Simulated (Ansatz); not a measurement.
Geometry optimisation, Ansatz, RKS PBE-D4/def2-SVP.

input.yaml

```yaml
crystal:
  periodic: [false, false, false]
  atoms:
    - { symbol: C, position_ang: [0.2718, -0.6899, -0.9598] }
    - { symbol: "N", position_ang: [1.1541, -0.6162, -0.0997] }
    - { symbol: Si, position_ang: [0.2482, 0.5121, 0.8377] }
    - { symbol: "N", position_ang: [-0.5936, 0.28, -0.4909] }
    - { symbol: H, position_ang: [0.0275, -1.2225, -1.91] }
    - { symbol: H, position_ang: [-0.3648, -0.0805, 2.0309] }
    - { symbol: H, position_ang: [0.8914, 1.8681, 0.8684] }
    - { symbol: H, position_ang: [-1.5425, -0.1082, -0.3323] }
basis:
  gaussian: { orbitals: def2-SVP }
hamiltonian:
  xc: pbe
  dispersion: d4
relax:
  f_tol: 0.02
  max_steps: 50
```

Run as:

```bash
$ ansatz run input.yaml --threads 1 --pin off --max-ram 2048MiB --backend cpu --events-out ev --progress --plain --runs-dir out
```

**Question.** Where does it end, and by what steps?

**Answer.** The run converged. After 12 steps the energy has fallen by 2.113 eV; H8 moved furthest, 0.55 Å. The start is strongly strained (largest force component 10 eV/Å).

```csv
step,energy less start (eV),largest force component (eV/Å),accepted
0,0.0000,9.754,yes
1,-1.5796,4.020,yes
2,-2.0197,0.823,yes
3,-2.0139,1.365,no
4,-2.0719,0.276,yes
5,-2.0997,0.145,yes
6,-2.0920,0.271,no
7,-2.1083,0.069,yes
8,-2.1120,0.146,yes
9,-2.0758,1.468,no
10,-2.1116,0.167,no
11,-2.1126,0.036,yes
12,-2.1127,0.015,yes
```

```xyz
8
Properties=species:S:1:pos:R:3
C 0.214 -0.690 -0.912
N 1.299 -0.637 -0.174
Si 0.355 0.472 0.874
N -0.808 0.144 -0.462
H 0.090 -1.318 -1.825
H -0.072 -0.059 2.211
H 0.794 1.902 1.003
H -1.781 0.129 -0.771
```

Time of the run: 15 s on 1 thread of Intel(R) Xeon(R) 6975P-C (Granite Rapids), on a shared host, peak memory 0.13 GiB.
